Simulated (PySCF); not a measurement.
SMILES CSCSC (C₃H₈S₂), singlet, GFN2-xTB optimised geometry.

```
13

C      1.39    -0.61     0.00
S     -0.42    -0.61     0.00
C     -0.69     1.19     0.00
S     -0.16     2.01    -1.53
C     -1.39     1.30    -2.65
H      1.71    -1.63    -0.17
H      1.74     0.03    -0.81
H      1.75    -0.25     0.96
H     -0.12     1.63     0.81
H     -1.75     1.35     0.14
H     -1.39     0.22    -2.54
H     -1.11     1.58    -3.66
H     -2.37     1.71    -2.42
```

Density from PBE/def2-TZVP run with PySCF 2.14.0 at that geometry.

Minimum of the electron density along straight lines between bonded atoms, close to the bond critical point (lines longer than 1.1 times the sum of covalent radii, or with two minima, are not listed):

```json
[
 {"bond": "C1–S2", "length / Å": "1.812", "ρ at the minimum / e bohr⁻³": "0.180", "∇²ρ there / e bohr⁻⁵": "-0.28", "position (fraction from the first atom)": "0.47"},
 {"bond": "S2–C3", "length / Å": "1.818", "ρ at the minimum / e bohr⁻³": "0.179", "∇²ρ there / e bohr⁻⁵": "-0.27", "position (fraction from the first atom)": "0.52"},
 {"bond": "C3–S4", "length / Å": "1.817", "ρ at the minimum / e bohr⁻³": "0.179", "∇²ρ there / e bohr⁻⁵": "-0.27", "position (fraction from the first atom)": "0.48"},
 {"bond": "S4–C5", "length / Å": "1.812", "ρ at the minimum / e bohr⁻³": "0.180", "∇²ρ there / e bohr⁻⁵": "-0.28", "position (fraction from the first atom)": "0.53"},
 {"bond": "C1–H6", "length / Å": "1.085", "ρ at the minimum / e bohr⁻³": "0.280", "∇²ρ there / e bohr⁻⁵": "-0.95", "position (fraction from the first atom)": "0.64"},
 {"bond": "C1–H7", "length / Å": "1.087", "ρ at the minimum / e bohr⁻³": "0.280", "∇²ρ there / e bohr⁻⁵": "-0.96", "position (fraction from the first atom)": "0.65"},
 {"bond": "C1–H8", "length / Å": "1.087", "ρ at the minimum / e bohr⁻³": "0.279", "∇²ρ there / e bohr⁻⁵": "-0.95", "position (fraction from the first atom)": "0.64"},
 {"bond": "C3–H9", "length / Å": "1.087", "ρ at the minimum / e bohr⁻³": "0.281", "∇²ρ there / e bohr⁻⁵": "-0.97", "position (fraction from the first atom)": "0.65"},
 {"bond": "C3–H10", "length / Å": "1.087", "ρ at the minimum / e bohr⁻³": "0.281", "∇²ρ there / e bohr⁻⁵": "-0.96", "position (fraction from the first atom)": "0.65"},
 {"bond": "C5–H11", "length / Å": "1.087", "ρ at the minimum / e bohr⁻³": "0.280", "∇²ρ there / e bohr⁻⁵": "-0.96", "position (fraction from the first atom)": "0.65"},
 {"bond": "C5–H12", "length / Å": "1.085", "ρ at the minimum / e bohr⁻³": "0.280", "∇²ρ there / e bohr⁻⁵": "-0.95", "position (fraction from the first atom)": "0.64"},
 {"bond": "C5–H13", "length / Å": "1.087", "ρ at the minimum / e bohr⁻³": "0.279", "∇²ρ there / e bohr⁻⁵": "-0.95", "position (fraction from the first atom)": "0.64"}
]
```
